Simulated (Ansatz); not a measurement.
`C[O][Ge][F]` + HCl → `[F][Ge][Cl]` + CH₃OH at 400 K and 1 bar (ligand exchange at a Ge–O bond).

Program: Ansatz. Geometries: PBE0-D4/def2-TZVP. ΔE: electronic, gas phase. CCSD(T)/CBS adds triple-zeta CCSD(T) − MP2 to the extrapolated MP2 energy (def2 sets, frozen cores). This one scheme is used for every species. For Ge outer-core shells are correlated without core-valence functions, which leaves a few kJ/mol of doubt a bond. Scalar relativity is left out up to krypton. One conformer a species, not always the lowest.

```
      species  CCSD(T)/CBS energy (Eh)  H − E (kJ/mol)  S (J/(mol·K))
`C[O][Ge][F]`              -2290.98541           140.3          344.7
          HCl               -460.38127            29.6          195.4
`[F][Ge][Cl]`              -2635.75718            25.5          304.4
        CH₃OH               -115.61712           151.2          252.6
```

H − E and S are ideal-gas, rigid-rotor, harmonic terms from PBE0-D4/def2-TZVP, for one conformer and one mirror image of each species. 1 Eh = 2625.50 kJ/mol, R = 8.31446 J/(mol·K).

Question: By hand: ΔE, ΔH, ΔS and ΔG.

Answer: ΔE = (-2635.75718) + (-115.61712) − (-2290.98541) − (-460.38127) = -0.00762 Eh = -20.0 kJ/mol. Δ(H − E) = 25.5 + 151.2 − 140.3 − 29.6 = 6.8, so ΔH = -13.2 kJ/mol. ΔS = 304.4 + 252.6 − 344.7 − 195.4 = 16.9 J/(mol·K). ΔG = -13.2 − 400 × (16.9)/1000 = -20.0 kJ/mol.

Question: By hand: the equilibrium constant, and the temperature at which ΔG would vanish if ΔH and ΔS stayed fixed.

Answer: log₁₀ K = −ΔG/(RT ln 10) = 2.6. ΔH and −TΔS have one sign here, so there is no such temperature.

TΔS isn't small against ΔH here. A doubt of 5 kJ/mol in ΔE shifts log₁₀ K by 0.7 here. Other conformers and mirror images would add mixing entropy, several J/(mol·K) or more a flexible species. These are equilibria of isolated gas molecules and say nothing of rates. Largest T1 diagnostic: 0.015 (customary marks: 0.02 for closed shells, 0.045 for open ones).
